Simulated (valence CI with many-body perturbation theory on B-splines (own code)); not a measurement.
Forbidden lines of Br XV

Computed by relativistic CI+MBPT: three valence electrons over a frozen Dirac-Fock core [Ar], radial functions for each j: 7 s, 7 p, 8 d, 6 f, 4 g, 1 h, with the one-electron correlation potential Σ1 (screened to all orders), the two-electron term Σ2, the three-electron term Σ3, Breit, model QED; selected single and double excitations, second order for the rest, scaled by the run's own slope (own B-spline code, finite nucleus).

No measured levels were compared; by estimate terms of the open shell hold to 2 to 4 % of their energy, and close levels can change places. The list stops below the first excitations out of the core. Only levels of the ground parity were solved; by the run's estimate the other parity begins above the list, which can be wrong where configurations are misplaced.

Lines 1 to 50 of 76 in falling wavelength, among levels below 76.503 eV, chosen from the decays that carry over 1 % of a level's rate. Wavelengths and rates use the calculated energies, so an error of 2000 cm⁻¹ moves a line at 11090 Å by 22 % and its rate by three times that or more. Electric multipoles are in the length gauge, E1 and E2 with the static RPA response of the core. Weak lines are less certain than strong ones. Lines between different terms over intervals too small for the method are left out, as are lines whose strength nearly cancels. Intervals below about 2000 cm⁻¹, as at the head of this list, are uncertain by tens of per cent. The highest levels of a list are the least certain. Branching is blank where the lifetime is uncertain.

Names give the largest LS component (configuration and term), which can be under half, so a name can repeat, a term be missing and a line seem to break the LS rules; names also repeat where a configuration has a term twice. Letters in brackets count levels of one name in rising energy.

```csv
λ vac (Å),Upper,Lower,Type,A (s⁻¹),Branch %
1.185e+05,3d³ ⁴P_1/2,3d³ ⁴P_3/2,M1,2.23e-02,1.8
20580,3d³ ⁴F_5/2,3d³ ⁴F_3/2,M1,4.86e+00,100.0
17870,3d³ ⁴F_7/2,3d³ ⁴F_5/2,M1,7.45e+00,100.0
17270,3d³ ⁴F_9/2,3d³ ⁴F_7/2,M1,5.12e+00,100.0
11800,3d³ ⁴P_5/2,3d³ ⁴P_3/2,M1,7.72e+00,67.6
11090,3d³ ²D_3/2 [a],3d³ ⁴P_5/2,M1,2.25e+00,1.1
8662,3d³ ²D_5/2 [a],3d³ ²D_3/2 [a],M1,1.16e+01,7.5
7494,3d³ ²P_3/2,3d³ ²P_1/2,M1,1.47e+01,8.4
6007,3d³ ²D_3/2 [a],3d³ ⁴P_1/2,M1,1.21e+01,6.1
5979,3d³ ²P_3/2,3d³ ²D_3/2 [a],M1,3.97e+01,22.6
5849,3d³ ²H_9/2,3d³ ²G_9/2,M1,2.99e+01,38.0
5820,3d³ ²H_11/2,3d³ ²G_9/2,M1,1.77e+01,89.3
5717,3d³ ²D_3/2 [a],3d³ ⁴P_3/2,M1,3.69e+01,18.5
4993,3d³ ²P_1/2,3d³ ⁴P_1/2,M1,5.81e+01,96.4
4981,3d³ ²H_9/2,3d³ ²G_7/2,M1,2.80e+01,35.6
4863,3d³ ²D_5/2 [a],3d³ ⁴P_5/2,M1,7.45e+00,4.8
3885,3d³ ²P_3/2,3d³ ⁴P_5/2,M1,3.55e+01,20.2
3444,3d³ ²D_5/2 [a],3d³ ⁴P_3/2,M1,1.95e+00,1.3
3255,3d³ ²G_7/2,3d³ ⁴F_9/2,M1,7.68e-01,1.1
3112,3d³ ²F_5/2,3d³ ²D_5/2 [a],M1,2.27e+00,3.7
3044,3d³ ²F_7/2,3d³ ²H_9/2,M1,9.03e-01,1.0
2996,3d³ ²P_3/2,3d³ ⁴P_1/2,M1,2.35e+00,1.3
2967,3d³ ²G_9/2,3d³ ⁴F_9/2,M1,5.56e+01,64.6
2796,3d³ ⁴P_3/2,3d³ ⁴F_5/2,M1,6.38e+00,34.8
2739,3d³ ²G_7/2,3d³ ⁴F_7/2,M1,3.06e+01,42.7
2731,3d³ ⁴P_1/2,3d³ ⁴F_5/2,E2,6.63e-02,5.3
2587,3d³ ⁴P_5/2,3d³ ⁴F_7/2,M1,2.11e+00,18.5
2532,3d³ ²G_9/2,3d³ ⁴F_7/2,M1,3.03e+01,35.1
2461,3d³ ⁴P_3/2,3d³ ⁴F_3/2,M1,1.19e+01,64.6
2411,3d³ ⁴P_1/2,3d³ ⁴F_3/2,M1,9.67e-01,76.7
2411,3d³ ⁴P_1/2,3d³ ⁴F_3/2,E2,2.05e-01,16.3
2375,3d³ ²G_7/2,3d³ ⁴F_5/2,M1,4.04e+01,56.3
2290,3d³ ²F_5/2,3d³ ²D_3/2 [a],M1,7.83e-01,1.3
2260,3d³ ⁴P_5/2,3d³ ⁴F_5/2,M1,1.35e+00,11.8
2002,3d³ ²F_7/2,3d³ ²G_9/2,M1,7.00e+00,8.1
1969,3d³ ²H_9/2,3d³ ⁴F_9/2,M1,1.18e+01,15.0
1965,3d³ ²H_11/2,3d³ ⁴F_9/2,M1,2.12e+00,10.7
1930,3d³ ²D_5/2 [b],3d³ ²F_5/2,M1,7.61e+01,15.7
1898,3d³ ²F_5/2,3d³ ⁴P_5/2,M1,4.65e+00,7.5
1890,3d³ ²F_7/2,3d³ ²G_7/2,M1,2.99e+01,34.5
1878,3d³ ²D_3/2 [a],3d³ ⁴F_5/2,M1,9.06e+01,45.5
1866,3d³ ²D_3/2 [b],3d³ ²F_5/2,M1,5.21e+01,
1861,3d³ ²D_5/2 [b],3d³ ²F_7/2,M1,4.76e+01,9.8
1824,3d³ ²F_5/2,3d³ ²G_7/2,M1,1.89e+01,30.7
1767,3d³ ²H_9/2,3d³ ⁴F_7/2,M1,8.91e+00,11.3
1721,3d³ ²D_3/2 [a],3d³ ⁴F_3/2,M1,5.73e+01,28.7
1689,3d³ ²D_5/2 [a],3d³ ⁴F_7/2,M1,1.14e+02,72.9
1635,3d³ ²F_5/2,3d³ ⁴P_3/2,M1,1.88e+00,3.0
1626,3d³ ²P_1/2,3d³ ⁴F_3/2,M1,1.71e+00,2.8
1543,3d³ ²D_5/2 [a],3d³ ⁴F_5/2,M1,1.72e+01,11.1
```
